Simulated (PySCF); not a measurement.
**Simulated absorption spectrum**

Species: CH8F2SSi3.
Structure used (GFN2-xTB), in Å, numbered top down from 1:
```xyz
15
CH8F2SSi3 angstrom
F     -2.6799   -1.1667    1.2353
C     -3.0429   -0.7387   -0.0308
Si    -1.8046    0.6137   -0.6101
Si     0.2999   -0.1806   -0.0939
F      0.7508   -1.2931   -1.1851
S      1.6825    1.4591   -0.3034
Si     3.6080    0.5076   -0.2911
H     -3.0406   -1.6295   -0.6634
H     -4.0697   -0.3775    0.0496
H     -2.1044    0.8186   -2.0348
H     -2.1395    1.8452    0.1117
H      0.6090   -0.8837    1.1418
H      3.7285   -0.2252    0.9637
H      3.6854   -0.3810   -1.4407
H      4.5130    1.6398   -0.3763
```

Method: PySCF 2.14.0, density-fitted response routines, TDDFT CAM-B3LYP/def2-SVPD, vertical, gas phase, core orbitals frozen in the response.

Each state is given a Gaussian of 0.25 eV full width at half maximum, with ε(max) = 2.175×10⁸ f / Δν̃ (Δν̃ the width in cm⁻¹). The width is an assumption, not a result. The curve ends short of the highest state used, and states not computed would add to its high-energy end.

E (eV), ε (L mol⁻¹ cm⁻¹) and a bar:
```
     5.39          3 
     5.42          7 
     5.46         22 
     5.49         47 
     5.53        115 #
     5.56        208 ##
     5.60        405 ####
     5.63        614 ######
     5.67        961 #########
     5.70       1250 ############
     5.73       1537 ###############
     5.77       1887 ##################
     5.80       2107 ####################
     5.84       2325 ######################
     5.87       2415 #######################
     5.91       2398 #######################
     5.94       2260 #####################
     5.98       1915 ##################
     6.01       1570 ###############
     6.05       1081 ##########
     6.08        750 #######
     6.11        483 #####
     6.15        238 ##
     6.18        128 #
     6.22         49 
     6.25         22 
     6.29          9 
     6.32          9 
     6.36         23 
     6.39         53 
     6.43        149 #
     6.46        301 ###
     6.49        567 #####
     6.53       1185 ###########
     6.56       1897 ##################
     6.60       3175 ##############################
```

(1) Locate the maxima and give the states behind the curve.

(2) On this curve, what absorbance would a 10⁻⁴ mol/L sample give at 193 nm over a 1 cm path?

(3) Coming from long wavelengths, where does ε first pass 100 L mol⁻¹ cm⁻¹?

## Answers

(1) 211 nm (5.89 eV), ε about 2400, made up of S1 (27%) and S2 (73%) (ε in L mol⁻¹ cm⁻¹; maxima over ε = 5, shares over 10%). At its high-energy end, 6.60 eV, the curve is still rising (ε about 3200, from S4). The states used: S1 5.76 eV (f 0.012); S2 5.93 eV (f 0.018); S3 6.64 eV (f 0.0026); S4 6.73 eV (f 0.059); S5 6.90 eV (f 0.0081); S6 6.98 eV (f 0.055); S7 7.13 eV (f 0.014); S8 7.20 eV (f 0.067).

(2) 193 nm is 6.424 eV, where ε is about 130 L mol⁻¹ cm⁻¹, so A = ε c l ≈ 0.013 (Beer–Lambert, with the gas-phase spectrum and the assumed width).

(3) At about 224 nm (5.52 eV), 0.24 eV below S1.

Time: 1.8 min; peak memory 1.1 GiB. Hardware: Arm Neoverse N1, one thread (shared host).

One conformer stands for the species.
